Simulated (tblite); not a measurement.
C3H10GaNO.
SMILES with atom numbers: `[CH2:1]=[C:2]([CH2:3][OH:4])[GaH2-:5][NH3+:6]` (hydrogens: H7, H8 on C1; H9, H10 on C3; H11 on O4; H12, H13 on Ga5; H14, H15, H16 on N6)
Bond orders are those of one Lewis drawing.

Computed with GFN2-xTB (tblite), gas phase: L-BFGS steps from a force-field or distance-geometry start until the largest atomic force falls under 0.01 eV/Å.

Step 42: E = -534.6752 eV
```
atom  x, y, z in Å  |  force x, y, z in eV/Å
C1     -1.4835    2.0185   -0.0470   -0.020   0.044  -0.023
C2     -0.8539    0.8656    0.1475    0.031   0.075   0.017
C3     -1.4477   -0.4418   -0.3149    0.013   0.076  -0.003
O4     -0.6389   -1.5018    0.2059   -0.057  -0.027   0.008
Ga5     0.9354    0.4890    1.0210   -0.068  -0.024  -0.062
N6      2.0991   -1.0457   -0.0021    0.021  -0.017   0.019
H7     -2.4533    2.0859   -0.5319    0.025  -0.005   0.039
H8     -1.0442    2.9554    0.2678    0.013  -0.055  -0.006
H9     -2.4989   -0.5756   -0.0293    0.075   0.021  -0.030
H10    -1.3733   -0.4919   -1.4078   -0.023  -0.146   0.016
H11    -1.0213   -1.7800    1.0446    0.004   0.074   0.025
H12     2.0401    1.5803    0.8515   -0.052   0.023   0.034
H13     0.9063   -0.1521    2.4465    0.024  -0.077  -0.037
H14     2.2549   -1.7504    0.7167    0.018  -0.034  -0.019
H15     1.5657   -1.4881   -0.7482    0.024   0.035   0.025
H16     3.0062   -0.7584   -0.3638   -0.028   0.038  -0.002
```

Step 43: E = -534.6776 eV
```
atom  x, y, z in Å  |  force x, y, z in eV/Å
C1     -1.4822    2.0159   -0.0462    0.008   0.032  -0.007
C2     -0.8483    0.8658    0.1456   -0.023   0.003  -0.026
C3     -1.4468   -0.4394   -0.3155    0.022  -0.013  -0.010
O4     -0.6460   -1.5046    0.2115   -0.031   0.013  -0.028
Ga5     0.9381    0.4876    1.0137   -0.059  -0.022   0.010
N6      2.0992   -1.0427   -0.0006    0.036  -0.025   0.013
H7     -2.4511    2.0854   -0.5276   -0.033  -0.018   0.013
H8     -1.0427    2.9480    0.2713    0.050   0.057   0.015
H9     -2.4988   -0.5704   -0.0323    0.070   0.039  -0.032
H10    -1.3699   -0.4983   -1.4085   -0.022  -0.122   0.034
H11    -1.0341   -1.7799    1.0477   -0.004   0.070   0.049
H12     2.0366    1.5846    0.8520   -0.040   0.023   0.025
H13     0.9067   -0.1522    2.4408    0.025  -0.071  -0.048
H14     2.2577   -1.7496    0.7145    0.014  -0.045   0.014
H15     1.5688   -1.4859   -0.7471   -0.015   0.019  -0.011
H16     3.0054   -0.7555   -0.3628    0.001   0.058  -0.011
```

Step 44: E = -534.6793 eV
```
atom  x, y, z in Å  |  force x, y, z in eV/Å
C1     -1.4811    2.0148   -0.0459    0.022   0.023   0.006
C2     -0.8452    0.8658    0.1430   -0.045  -0.038  -0.049
C3     -1.4464   -0.4385   -0.3165    0.024  -0.060  -0.017
O4     -0.6523   -1.5068    0.2153   -0.026   0.024  -0.001
Ga5     0.9385    0.4868    1.0095   -0.036  -0.017   0.047
N6      2.1007   -1.0410    0.0001    0.034  -0.024   0.004
H7     -2.4508    2.0844   -0.5236   -0.052  -0.012   0.002
H8     -1.0397    2.9439    0.2741    0.055   0.103   0.016
H9     -2.4990   -0.5660   -0.0361    0.052   0.046  -0.027
H10    -1.3678   -0.5052   -1.4091   -0.016  -0.098   0.034
H11    -1.0442   -1.7785    1.0517    0.012   0.079   0.025
H12     2.0345    1.5873    0.8534   -0.040   0.020   0.019
H13     0.9084   -0.1531    2.4369    0.021  -0.069  -0.051
H14     2.2602   -1.7491    0.7136    0.015  -0.047   0.022
H15     1.5709   -1.4834   -0.7468   -0.027   0.011  -0.021
H16     3.0060   -0.7524   -0.3630    0.008   0.060  -0.009
```

Step 45: E = -534.6827 eV
```
atom  x, y, z in Å  |  force x, y, z in eV/Å
C1     -1.4786    2.0126   -0.0451    0.038   0.011   0.026
C2     -0.8395    0.8640    0.1338   -0.066  -0.086  -0.067
C3     -1.4460   -0.4388   -0.3205    0.018  -0.124  -0.024
O4     -0.6671   -1.5122    0.2254   -0.026   0.044   0.051
Ga5     0.9389    0.4853    1.0034    0.003  -0.004   0.077
N6      2.1060   -1.0378    0.0012    0.019  -0.020  -0.006
H7     -2.4523    2.0831   -0.5135   -0.053   0.000  -0.005
H8     -1.0321    2.9365    0.2803    0.045   0.145   0.005
H9     -2.5006   -0.5550   -0.0463    0.017   0.044  -0.014
H10    -1.3642   -0.5223   -1.4118    0.001  -0.060   0.032
H11    -1.0678   -1.7726    1.0628    0.047   0.097  -0.031
H12     2.0294    1.5933    0.8572   -0.041   0.013   0.010
H13     0.9149   -0.1570    2.4283    0.007  -0.069  -0.040
H14     2.2669   -1.7487    0.7116    0.019  -0.041   0.019
H15     1.5755   -1.4768   -0.7469   -0.036  -0.003  -0.031
H16     3.0092   -0.7447   -0.3635    0.010   0.054  -0.001
```

Problem. Estimate the geometry and energy of step 46. (The exact step hangs on the optimiser's Hessian estimate; all steps are aligned on step 45, rigid shifts and turns removed.)

Solution. E = -534.6862 eV, largest force 0.180 eV/Å
```
atom  x, y, z in Å  |  force x, y, z in eV/Å
C1     -1.4758    2.0103   -0.0445    0.043  -0.001   0.038
C2     -0.8345    0.8604    0.1210   -0.067  -0.083  -0.057
C3     -1.4463   -0.4419   -0.3260    0.002  -0.137  -0.023
O4     -0.6827   -1.5178    0.2366   -0.047   0.054   0.116
Ga5     0.9390    0.4842    1.0007    0.020   0.004   0.058
N6      2.1128   -1.0348    0.0019   -0.006  -0.015  -0.015
H7     -2.4554    2.0836   -0.5022   -0.018   0.005   0.001
H8     -1.0238    2.9308    0.2855    0.024   0.130  -0.016
H9     -2.5033   -0.5424   -0.0577   -0.013   0.024  -0.002
H10    -1.3624   -0.5418   -1.4156    0.025  -0.037   0.025
H11    -1.0908   -1.7617    1.0777    0.092   0.114  -0.105
H12     2.0238    1.5989    0.8630   -0.039   0.012   0.006
H13     0.9222   -0.1650    2.4192   -0.010  -0.071  -0.013
H14     2.2753   -1.7488    0.7092    0.023  -0.027   0.000
H15     1.5808   -1.4695   -0.7479   -0.030  -0.010  -0.024
H16     3.0138   -0.7358   -0.3644    0.002   0.038   0.010
```

The energy changes by -0.0035 eV. The first-order estimate −F·Δx gives -0.0047 eV and the mean of the old and new forces, exact on a quadratic surface, -0.0035 eV. The step makes an angle of 75° with the force vector and moves no atom by more than 0.029 Å.

What follows is the cost of the whole relaxation. Hardware: one thread, Intel Xeon at 2.50 GHz (x86_64), shared host with 64 logical CPUs at a one-minute load of 42. Cost: 2.3 s of wall time.
